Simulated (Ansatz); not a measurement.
`O=C[C]1=[N][AlH]1`. The species carries charge 0 and has multiplicity 1.

```csv
atom,x (Å),y (Å),z (Å)
O1,0.277,1.315,1.983
C2,0.345,1.252,0.788
C3,0.011,0.032,-0.013
N4,0.093,-0.006,-1.307
Al5,-0.476,-1.623,-0.632
H6,0.668,2.109,0.158
H7,-0.918,-3.079,-0.977
```

**Question.** List the harmonic frequencies (cm⁻¹, unscaled) at PBE0-D4/def2-TZVP in Ansatz. (An estimate is asked.)

**Answer.** Ansatz gave: 79, 183, 267, 393, 455, 532, 652, 727, 982, 1198, 1357, 1519, 1824, 2027, 2903.

**Question.** Is this a minimum?

**Answer.** Yes, all 15 modes are real.

**Question.** Give the ideal-gas thermochemistry at 298.15 K and 1 bar (rigid rotor, harmonic oscillator; point group Cs, symmetry number 1).

**Answer.** Zero-point energy 90.3 kJ/mol; H(298) − E = 107.9 kJ/mol; entropy 318.4 J/(mol·K), of which translation 164.0, rotation 108.4, vibration 46.1; G(298) − E = 12.9 kJ/mol. Modes under 100 cm⁻¹ are hindered rotations or soft bends, so the harmonic entropy is rough.

**Question.** And at 400, 500, 600, 800 and 1000 K?

**Answer.** 
```tsv
T (K)	H − E (kJ/mol)	S (J/mol/K)	G − E (kJ/mol)
400	117.1	344.9	-20.9
500	127.2	367.4	-56.5
600	138.2	387.5	-94.3
800	162.3	422.0	-175.3
1000	188.3	451.1	-262.7
```

**Question.** Rotational constants (cm⁻¹)?

**Answer.** 0.4916, 0.07941, 0.06837.
